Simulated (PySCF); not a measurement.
A structure optimised at PBE-D3(BJ)/def2-SVP, used in a PySCF frequency run:

```xyz
19

Si     0.0811     0.0833     1.1905
N      1.6782    -0.3993     0.6992
Si     2.4954     0.2397    -0.7264
N     -0.2678     1.5878     0.3919
Si    -1.6371     1.8642    -0.6851
O     -1.1221    -0.9469     0.6288
Si    -1.1010    -2.2796    -0.3978
H     -0.0032     0.0996     2.6855
H      2.2045    -1.0600     1.2782
H      3.7531    -0.5678    -0.9018
H      1.6472     0.1120    -1.9608
H      2.8854     1.6886    -0.5793
H      0.2983     2.4088     0.6248
H     -1.6192     0.9213    -1.8568
H     -2.9689     1.7298     0.0025
H     -1.4963     3.2744    -1.1905
H     -0.4839    -1.9370    -1.7264
H     -2.5245    -2.7068    -0.6003
H     -0.3260    -3.4125     0.2211
```
Charge 0, spin multiplicity 1.

Task: Write its SMILES and formula.

Result: [SiH3]N[SiH](N[SiH3])O[SiH3], H12N2OSi4

Task: What are its rotational constants (standard atomic weights)?

Result: 1.1105, 1.0016, 0.68076 GHz
